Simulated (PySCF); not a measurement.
C4H6Si, SMILES [SiH2](C=C)C#C.

Coordinates come from a PBE0-D3(BJ)/def2-SVP optimisation. The values are those of a single conformer.

These are PySCF with B3LYP/def2-TZVP values and carry that method's errors.

The molecule is in vacuum.

total energy: -445.53765 hartree
highest occupied level: -7.78 eV
lowest empty level: -0.89 eV
orbital gap: 6.89 eV
dipole moment: 0.75 D
quadrupole, principal values (traceless, Buckingham form, about the centre of nuclear charge): -4.77, -2.22, 6.99 D·Å
mean static polarisability: 71.7 bohr³ (10.62 Å³)
polarisability, principal values: 55.7, 61.0, 98.3 bohr³
